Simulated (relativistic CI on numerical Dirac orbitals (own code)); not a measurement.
# Quantum defects of the nd series of Ge III

Problem. The nd 3D levels with J = 1 of Ge III lie at 4d: 162840.2, 5d: 213123.2 cm⁻¹ (Sugar and Musgrove, J. Phys. Chem. Ref. Data 22, 1213 (1993)), and the ionisation limit at 274693.1 cm⁻¹ (NIST ASD). Find the quantum defects and predict 6d.

Working.
1. The outer electron sees the charge z = 3; R = 109736.50 cm⁻¹ for this mass. The binding energy T = limit − E defines n* = z√(R/T).
2. Values: 4d: T = 111852.9, n* = 2.9715, δ = n − n* = 1.0285; 5d: T = 61569.9, n* = 4.0051, δ = n − n* = 0.9949.
3. With δ held at 0.9949: E(6d) = limit − Rz²/(6 − δ)² = 235268.3 cm⁻¹.
4. The Ritz form δ = δ₀ + a/n*² through the last two members has a = 0.6602 and δ₀ = 0.9538, so with n* ≈ 6 − 0.9949, δ(6) = 0.9801 and E = 235500.5 cm⁻¹.

Check. The measured level is 235436.5 cm⁻¹ (δ = 0.9842), so the two predictions miss by -168.2 and 64.0 cm⁻¹. A relativistic CI calculation tied to the same limit puts it at 236086 cm⁻¹. The defect is large because this electron penetrates the core.
